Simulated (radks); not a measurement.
Values are calculated unless marked as measured or tabulated.
How relativity changes the ionisation of the carbon ion C+ ([He] 2s2 2p1) to C2+ ([He] 2s2). Spin-unpolarised spherical Kohn-Sham, PBE, point nucleus unless stated (finite: rms radius 2.4702 fm), a radial shooting solver on a logarithmic mesh with Libxc functionals. A level marked "c x" has the speed of light scaled by that factor and shares open shells by 2j + 1; other Dirac levels either fill j = l - 1/2 first or share by 2j + 1.

[
 {"level": "non-rel.", "E(C+) (hartree)": "-37.34893", "E(C2+) (hartree)": "-36.46109", "IE (eV)": "24.159", "HOMO": "2p", "<r> HOMO (bohr)": "1.505"},
 {"level": "scalar-rel.", "E(C+) (hartree)": "-37.36567", "E(C2+) (hartree)": "-36.47795", "IE (eV)": "24.156", "HOMO": "2p", "<r> HOMO (bohr)": "1.505"},
 {"level": "scalar-rel., finite nucleus", "E(C+) (hartree)": "-37.36566", "E(C2+) (hartree)": "-36.47795", "IE (eV)": "24.156", "HOMO": "2p", "<r> HOMO (bohr)": "1.505"},
 {"level": "Dirac, 2j+1 shares", "E(C+) (hartree)": "-37.36567", "E(C2+) (hartree)": "-36.47795", "IE (eV)": "24.156", "HOMO": "2p3/2", "<r> HOMO (bohr)": "1.505"},
 {"level": "Dirac, low j first", "E(C+) (hartree)": "-37.36595", "E(C2+) (hartree)": "-36.47795", "IE (eV)": "24.164", "HOMO": "2p1/2", "<r> HOMO (bohr)": "1.504"},
 {"level": "Dirac, 2j+1 shares, finite nucleus", "E(C+) (hartree)": "-37.36566", "E(C2+) (hartree)": "-36.47795", "IE (eV)": "24.156", "HOMO": "2p3/2", "<r> HOMO (bohr)": "1.505"},
 {"level": "Dirac, c x 0.75", "E(C+) (hartree)": "-37.37871", "E(C2+) (hartree)": "-36.49109", "IE (eV)": "24.153", "HOMO": "2p3/2", "<r> HOMO (bohr)": "1.505"},
 {"level": "Dirac, c x 1.5", "E(C+) (hartree)": "-37.35636", "E(C2+) (hartree)": "-36.46858", "IE (eV)": "24.158", "HOMO": "2p3/2", "<r> HOMO (bohr)": "1.505"},
 {"level": "Dirac, c x 100", "E(C+) (hartree)": "-37.34893", "E(C2+) (hartree)": "-36.46109", "IE (eV)": "24.159", "HOMO": "2p3/2", "<r> HOMO (bohr)": "1.505"}
]

NIST Atomic Spectra Database: 24.383 eV (measured). The relativistic part of the total energy of C+ is -0.01674 hartree (Dirac, 2j+1 shares, finite nucleus), 0.045 % of the non-relativistic value. Spin polarisation and multiplet splitting of open shells are left out at every level.

Beside tabulated values, note that spin-unpolarised runs miss the spin-polarisation part of the exchange energy of open shells.
